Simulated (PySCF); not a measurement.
# C3H9ClSi2: g tensor and hyperfine couplings

Compound: C₃H₉ClSi₂ (triplet state).
Z-matrix (Å and degrees, PBE0-D3(BJ)/def2-SVP geometry), rows numbered from 1:
```
C 
Si  1  1.8798
C   2  1.8796  1  110.40
C   2  1.8774  1  112.18  3   126.18
Si  2  2.3724  1  107.62  3  -116.33
Cl  5  2.1000  2  110.15  1    62.66
H   1  1.1005  2  110.29  3    60.36
H   1  1.1000  2  111.23  3  -179.57
H   1  1.1032  2  110.39  3   -59.17
H   3  1.0998  2  111.23  1  -178.73
H   3  1.1031  2  110.43  1    60.78
H   3  1.1005  2  110.18  1   -58.77
H   4  1.1003  2  111.29  1    58.77
H   4  1.1002  2  111.20  1   179.74
H   4  1.1023  2  109.81  1   -60.72
```

The hyperfine couplings belong to this conformer and change with its torsions.

As a line formula: `C[Si](C)(C)[Si]Cl` [triplet].

Method used: UKS B3LYP, IGLO-III on C Cl Si, pcH-1 on H, non-relativistic, mean-field spin-orbit, GIAO in PySCF. Geometry: PBE0-D3(BJ)/def2-SVP; no solvent, vibrations or thermal averaging. This triplet need not be the ground state; the singlet was not compared here. No stability test was run, so a lower SCF solution isn't excluded.

```
g1, g2, g3                      : 2.00149, 2.00588, 2.00692
g_iso                           : 2.00476
Form of g                       : rhombic: the two nearest values differ by 19 % of g3 − g1
⟨S²⟩                            : 2.0036 (exact 2.0000)
α and β electrons               : 37, 35
HOMO–LUMO gap, α and β orbitals : 4.29, 4.89 eV
Total energy                    : -1159.05929 Eh
Basis functions                 : 327
```

Hyperfine couplings atom by atom, in 10⁻⁴ cm⁻¹; T1 to T3 are the principal values of the dipolar part; ρ(0) is the spin density at the nucleus (1 × 10⁻⁴ cm⁻¹ = 2.998 MHz):

```csv
atom,isotope,a_iso,of which spin–orbit,T1,T2,T3,Mulliken spin population,ρ(0) (bohr⁻³)
C1,13C,5.4,0.0,-0.6,-0.6,1.1,0.00,0.0288
Si2,29Si,-18.9,0.1,-9.8,4.8,4.9,0.28,0.1281
C3,13C,5.1,0.0,-0.6,-0.6,1.2,0.00,0.0273
C4,13C,-0.4,0.0,-0.2,-0.1,0.3,0.01,-0.0022
Si5,29Si,-95.4,0.4,-21.3,-5.8,27.1,1.55,0.6466
Cl6,35Cl,2.9,0.1,-5.9,1.9,4.0,0.13,0.0385
H7,1H,0.0,0.0,-0.7,-0.3,1.0,0.00,-0.0001
H8,1H,-0.1,0.0,-0.8,-0.2,1.0,0.00,-0.0001
H9,1H,5.3,0.0,-0.5,-0.2,0.7,0.01,0.0071
H10,1H,0.0,0.0,-0.8,-0.2,1.0,0.00,0.0000
H11,1H,5.2,0.0,-0.5,-0.2,0.7,0.01,0.0070
H12,1H,-0.1,0.0,-0.7,-0.3,1.0,0.00,-0.0002
H13,1H,0.1,0.0,-0.5,-0.4,0.9,0.00,0.0001
H14,1H,0.1,0.0,-0.5,-0.4,0.9,0.00,0.0002
H15,1H,1.0,0.0,-0.4,-0.2,0.6,0.00,0.0013
```

Largest spin populations (Mulliken): Si5 (+1.55), Si2 (+0.28) and Cl6 (+0.13).

Axes: g1 points within 14° of the Si5–Cl6 bond.

The 13C coupling of C1/C3/C4 (mean 10.1 MHz) shows only in satellite lines or after enrichment, since that isotope makes up about 1.07 % of natural carbon.

The 29Si coupling of Si5 (-286.1 MHz) shows only in satellite lines or after enrichment, since that isotope makes up about 4.7 % of natural silicon.
